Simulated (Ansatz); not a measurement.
## Forces on a displaced structure

CdF2 (SMILES [F][Cd][F]), closed shell, displaced at random from a GFN2-xTB minimum.

```csv
atom,x (Å),y (Å),z (Å)
F1,1.3284,0.2131,0.7307
Cd2,-0.4124,0.7056,-0.0840
F3,-1.0557,-1.1538,-0.5678
```

Computed with Ansatz 0.2.0 (basis: def2-TZVPP); correlated methods freeze the cores. Filled d shells of the heavier atoms are correlated. Core potentials replace the inner electrons of the atoms past krypton.

CCSD(T) forces from the calculation:
| atom | Fx | Fy | Fz (eV/Å) |
| --- | --- | --- | --- |
| F1 | -0.106 | 0.905 | 0.028 |
| Cd2 | 0.529 | -2.052 | 0.077 |
| F3 | -0.422 | 1.147 | -0.106 |

(1) Which atom feels the largest CCSD(T) force, and how large is it?

No T1 diagnostic of these runs exceeds 0.022. These are differences at one structure, and CCSD(T) in triple zeta is itself an approximation.

## Answers

(1) Cd2, 2.12 eV/Å, along (0.25, -0.97, 0.04).

Root-mean-square difference of the force components from those of CCSD(T): PBE0-D4 0.085; wB97M-V 0.073; r2SCAN-D4 0.148; PBE-D4 0.393; revPBE-D4 0.518; BLYP-D4 0.540 eV/Å.

For scale, one of the runs: CCSD(T)/def2-TZVPP forces, 118 basis functions, launched by `ansatz run in.yaml --threads 4 --pin off --events-out ev --progress --plain --max-ram 5222MiB`. Time: 2.1 min of wall clock on 4 CPU threads of an Arm Neoverse N1; the host was shared. Peak host memory: 1.1 GiB.
